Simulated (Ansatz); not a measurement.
Frontier orbitals of H4OSSi2 (`[SiH3]O[Si]S`).

Cartesian coordinates in Å:
```
Si -1.1966 0.5852 0.5380
O 0.1029 -0.1788 -0.1286
Si 0.4992 -1.4921 -1.0427
S 2.6411 -1.2440 -1.1571
H -1.2711 1.9591 -0.0147
H -2.4465 -0.1528 0.2197
H -1.0082 0.6416 2.0075
H 2.6793 -0.1183 -0.4222
```

The species carries charge 0 and has multiplicity 1. Geometry: relaxed with PBE0-D4/def2-TZVP. It is one conformer, not always the lowest. Basis def2-TZVPP, the Gaussian-basis code of Ansatz.

(1) Compute the vertical ionisation energy as the energy of the cation minus that of the neutral molecule, at each level. (Estimate.)

Results:

(1) Computed: 
```
               level  IE (eV)  difference from CCSD(T)/CBS(def2)
   PBE-D4/def2-TZVPP     8.74                              -0.41
r2SCAN-D4/def2-TZVPP     8.78                              -0.37
  PBE0-D4/def2-TZVPP     8.90                              -0.25
 B3LYP-D4/def2-TZVPP     8.97                              -0.18
  ωB97X-V/def2-TZVPP     9.03                              -0.12
  ωB97M-V/def2-TZVPP     9.05                              -0.11
   B2PLYP/def2-TZVPP     8.90                              -0.25
       HF/def2-TZVPP     8.16                              -1.00
      MP2/def2-TZVPP     8.96                              -0.19
     CCSD/def2-TZVPP     9.02                              -0.14
  CCSD(T)/def2-TZVPP     9.01                              -0.14
       HF/def2-QZVPP     8.16                              -0.99
      MP2/def2-QZVPP     9.05                              -0.10
     CCSD/def2-QZVPP     9.09                              -0.07
  CCSD(T)/def2-QZVPP     9.09                              -0.06
        HF/CBS(def2)     8.16                              -0.99
       MP2/CBS(def2)     9.11                              -0.04
      CCSD/CBS(def2)     9.14                              -0.01
   CCSD(T)/CBS(def2)     9.15                               0.00
```

B3LYP here is the variant with VWN-RPA as its local correlation; programs differ in this.
